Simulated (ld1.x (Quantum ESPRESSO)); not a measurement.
# u(r) = r·R(r): atom against pseudo-atom (oxygen (O))

Columns: radius, all-electron u(r) and pseudo u(r) of the 2p shell (level -9.03 eV) of oxygen in the configuration [He] 2s2 2p4; PBE, scalar-relativistic, TM semilocal scheme, ld1.x (Quantum ESPRESSO) 7.5.

```tsv
r (bohr)	all-electron	pseudo
0.088	0.0837	0.0276
0.175	0.2422	0.1056
0.262	0.4061	0.2242
0.350	0.5494	0.3701
0.438	0.6622	0.5234
0.525	0.7444	0.6644
0.612	0.7997	0.7800
0.700	0.8321	0.8621
0.788	0.8452	0.9064
0.875	0.8435	0.9167
0.962	0.8307	0.9009
1.050	0.8096	0.8672
1.138	0.7828	0.8239
1.225	0.7524	0.7782
1.312	0.7197	0.7335
1.400	0.6852	0.6912
1.487	0.6507	0.6526
1.575	0.6160	0.6163
1.662	0.5821	0.5821
1.750	0.5488	0.5488
1.838	0.5166	0.5166
1.925	0.4860	0.4860
2.012	0.4568	0.4568
2.100	0.4286	0.4286
2.188	0.4019	0.4019
2.275	0.3769	0.3769
```

Task: How many radial nodes do the two functions have?

Result: The all-electron 2p function has n − l − 1 = 0; the pseudo-wave has 0.

Task: At about which radius was the pseudo-wave matched?

Result: 1.75 bohr. The columns agree to 0.0005 from 1.57 bohr on; several derivatives are matched, so the curves merge somewhat inside the radius.

Task: Is the pseudo-wave norm-conserving?

Result: Yes: the TM semilocal scheme keeps the norm inside the radius equal to the all-electron one, which fixes the energy derivative of the logarithmic derivative at the level.
